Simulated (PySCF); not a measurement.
TDDFT excited states: C8H9FO

C8H9FO.
Geometry (PBE0-D3(BJ)/def2-SVP, Å), atoms numbered from 1 in this order:
```
atom  x, y, z in Å
C1    -0.333    1.680   -0.415
C2    -0.028    0.234   -0.053
C3     1.413    0.027    0.178
C4     2.674    0.482    0.214
F5     3.385    1.562    0.023
C6     2.486   -0.893    0.540
O7     2.847   -1.987    0.865
C8    -0.955   -0.335    1.062
C9    -1.843   -0.965   -0.023
C10   -0.684   -0.798   -1.020
H11    0.201    1.977   -1.331
H12   -1.410    1.821   -0.590
H13   -0.029    2.360    0.395
H14   -1.402    0.408    1.740
H15   -0.434   -1.094    1.663
H16   -2.707   -0.334   -0.277
H17   -2.206   -1.987    0.157
H18   -0.074   -1.710   -1.103
H19   -0.910   -0.429   -2.031
```

Computed with TDDFT wB97X-D/def2-SVPD, vertical, gas phase, core orbitals frozen in the response (PySCF 2.14.0, density-fitted response routines).

```json
{"state": "S1", "λ (nm)": "235.7", "E (eV)": "5.26", "f": "0.0011", "|μ| (D)": "0.23", "main configurations (H = HOMO, L = LUMO)": "H→L (91%)"}
{"state": "S2", "λ (nm)": "202.5", "E (eV)": "6.12", "f": "0.0006", "|μ| (D)": "0.15", "main configurations (H = HOMO, L = LUMO)": "H→L+4 (83%)"}
{"state": "S3", "λ (nm)": "190.5", "E (eV)": "6.51", "f": "0.0061", "|μ| (D)": "0.50", "main configurations (H = HOMO, L = LUMO)": "H→L+1 (78%), H→L+2 (8%)"}
{"state": "S4", "λ (nm)": "179.4", "E (eV)": "6.91", "f": "0.238", "|μ| (D)": "3.01", "main configurations (H = HOMO, L = LUMO)": "H-1→L (90%)"}
{"state": "S5", "λ (nm)": "168.8", "E (eV)": "7.35", "f": "0.0081", "|μ| (D)": "0.54", "main configurations (H = HOMO, L = LUMO)": "H-1→L+1 (74%), H-2→L (9%)"}
{"state": "S6", "λ (nm)": "166.7", "E (eV)": "7.44", "f": "0.0063", "|μ| (D)": "0.47", "main configurations (H = HOMO, L = LUMO)": "H-2→L (73%), H-1→L+1 (10%)"}
{"state": "S7", "λ (nm)": "154.0", "E (eV)": "8.05", "f": "0.061", "|μ| (D)": "1.41", "main configurations (H = HOMO, L = LUMO)": "H→L+6 (25%), H→L+3 (20%), H-1→L+4 (18%)"}
{"state": "S8", "λ (nm)": "150.2", "E (eV)": "8.25", "f": "0.0072", "|μ| (D)": "0.48", "main configurations (H = HOMO, L = LUMO)": "H-3→L (67%), H→L+3 (10%)"}
{"state": "S9", "λ (nm)": "148.2", "E (eV)": "8.37", "f": "0.132", "|μ| (D)": "2.04", "main configurations (H = HOMO, L = LUMO)": "H-1→L+4 (46%), H-3→L (15%), H→L+2 (14%)"}
{"state": "S10", "λ (nm)": "146.3", "E (eV)": "8.48", "f": "0.0006", "|μ| (D)": "0.13", "main configurations (H = HOMO, L = LUMO)": "H-4→L (80%), H-2→L (8%)"}
```

Triplets, Tamm–Dancoff:

```json
{"state": "T1", "E (eV)": "4.83", "λ (nm)": "256.5", "main configurations (H = HOMO, L = LUMO)": "H→L (92%)"}
{"state": "T2", "E (eV)": "5.17", "λ (nm)": "239.6", "main configurations (H = HOMO, L = LUMO)": "H-1→L (87%)"}
{"state": "T3", "E (eV)": "5.71", "λ (nm)": "217.3", "main configurations (H = HOMO, L = LUMO)": "H→L+4 (85%)"}
{"state": "T4", "E (eV)": "6.31", "λ (nm)": "196.4", "main configurations (H = HOMO, L = LUMO)": "H→L+1 (77%), H→L+2 (9%)"}
```

The lowest singlet lies at 5.26 eV (236 nm, ultraviolet) and is very weak; its leading configuration is HOMO→LUMO (91%). The strongest level in the table is S4 at 6.91 eV (179 nm, f = 0.238). Löwdin shares by element: HOMO oxygen 52%, carbon 38% or more; LUMO carbon 73% or more (atoms not listed hold the other 27%). Of the 10 states listed, 3 reach f = 0.01 and none stays under 0.0005. Weighted by f, the mean energy of these states is 7.51 eV. Orbital energies (eV): HOMO-3 -11.27, HOMO-2 -11.03, HOMO-1 -10.00, HOMO -9.11, LUMO 1.23, LUMO+1 1.70, LUMO+2 2.35. No computed singlet lies in the visible range (380 to 750 nm); the lowest, at 236 nm, stands 2.00 eV above its violet end (3.26 eV). All these states lie below the vertical ionisation energy of 9.42 eV (ΔSCF). Only the lowest 10 singlets were computed, as vertical energies without vibronic structure.

One conformer stands for the species.
